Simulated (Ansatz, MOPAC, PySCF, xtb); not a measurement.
Torsion H4–O1–Si2–I3 in HIOSi (SMILES O[Si]I); at each angle all else is relaxed with GFN2-xTB, and the levels are single points there.
Geometry at 0° (charge 0, multiplicity 1):
```xyz
4

O     -1.05279     0.11141     0.21772
Si     0.21932     1.03409    -0.10721
I      1.29280    -0.17349    -2.03665
H     -1.36911    -0.69787    -0.18472
```

On the grid 0° to 330°, 90° is the highest and 0° the lowest point at CCSD(T)/CBS(def2-TZVPP, def2-QZVPP).

Frozen-core correlation. Filled d and f shells under p-block atoms count as core. CBS: X⁻³ extrapolation of the correlation energy, Hartree–Fock from the larger set. The state that PM3 reach isn't checked.

Run with Ansatz (an electronic-structure program); MOPAC for PM3 (differences of heats of formation); PySCF for the dispersion terms; xtb for the GFN methods.  In def2 rows elements past Kr take small-core potentials, without spin–orbit coupling.

```csv
level,energy at 90° less that at 0° (kJ/mol)
GFN-FF,9.2
PM3,19.9
PBE-D4/def2-TZVPP,27.1
BLYP/def2-TZVPP,?
MP2/def2-QZVPP,28.8
"MP2/CBS(def2-TZVPP, def2-QZVPP)",28.5
CCSD/def2-TZVPP,29.1
CCSD/def2-QZVPP,28.2
"CCSD(T)/CBS(def2-TZVPP, def2-QZVPP)",28.0
```

Question: Fill in the missing entries.

Answer: 
- BLYP/def2-TZVPP, energy at 90° less that at 0° (kJ/mol): 26.1
